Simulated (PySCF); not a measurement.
## Two-component Hartree-Fock for Hf⁵⁶⁺ (hafnium, charge +56)

Start: [Ne] 3s2 3p4; 3p1/2 filled at m_j = -1/2, +1/2; 3p3/2 filled at m_j = +1/2, +3/2. Calculated with PySCF 2.14 in an uncontracted even-tempered set (18 s from 16 bohr⁻², ratio 2.4; 14 p from 21 bohr⁻², ratio 2.4; 4 d from 76 bohr⁻², ratio 2.6; 4 f from 110 bohr⁻², ratio 2.6): generalised Hartree-Fock with the X2C-1e Hamiltonian and a Gaussian nucleus; one run each with spin-orbit coupling (SO) switched off, then screened by Boettger's factors.

```
spinor shell  electrons  ε, spin-free (eV)  ε, screened SO (eV)  weight of nominal j (screened SO)  rms radius, screened SO (bohr)
       1s1/2          2           -69923.2             -69899.1                              1.000                          0.0215
       2s1/2          2           -15430.5             -15421.1                              1.000                          0.0857
       2p1/2          2           -14065.9             -14933.9                              1.000                          0.0728
       2p3/2          4           -14065.9             -13703.7                              1.000                          0.0798
       3s1/2          2            -6095.0              -6091.5                              1.000                           0.207
       3p1/2          2            -5693.4              -5908.6                              0.999                           0.196
       3p3/2          2            -5693.4              -5599.5                              1.000                           0.207
```

```tsv
quantity	spin-free	screened SO
E (hartree)	-11753.51417	-11775.51959
M_J	2	2
⟨J²⟩	6.000	6.001
⟨L²⟩	2.000	3.283
⟨S²⟩	2.000	1.407
```

Each row is a mean over spinors that exchange with the open shell spreads, by up to 37.633 eV (3s1/2).

Breit and QED terms are absent; they matter most for the inner s and p1/2 levels.

Densities and radii are taken from the X2C orbitals without a picture-change correction, which distorts them close to the nucleus.

Without spin-orbit coupling the j labels of p, d and f shells carry no meaning; the spin-free column gives the mean over the occupied spinors of each nl shell.
